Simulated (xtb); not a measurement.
CH6AlN, SMILES C[NH][AlH2]. All values are semi-empirical tight-binding results from xtb (GFN2-xTB unless named), good for trends rather than for accurate numbers. The structure is a stationary point at GFN2-xTB.

The geometry has at least one imaginary mode, so it is a saddle point at that level.

For metal compounds this method's bond lengths and energies can be far off.

```
Property                       Value
---------------------------  -------
point group as xtb finds it       Cs
orbital gap                  4.31 eV
```
